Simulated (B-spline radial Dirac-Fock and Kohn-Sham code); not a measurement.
**Photoionisation of fluorine ions at Mg Kα (1253.6 eV)**

Level of theory: Dirac-Hartree-Slater photoionisation with all multipoles and Dirac-Fock thresholds; a B-spline atomic structure program. Cross sections in kb; a dash marks an empty subshell or a threshold above the photon energy.

| ion | configuration | total | 1s | 2s | 2p1/2 | 2p3/2 |
| --- | --- | --- | --- | --- | --- | --- |
| F | [He] 2s2 2p5 | 103.6 | 97.9 | 4.49 | 0.414 | 0.817 |
| F²⁺ | [He] 2s2 2p3 | 105.2 | 98.9 | 5.32 | 0.325 | 0.643 |
| F⁷⁺ | 1s2 | 95.81 | 95.8 | – | – | – |

Values without a named source are computed, but for edge energies of neutral atoms, which are taken from tables.
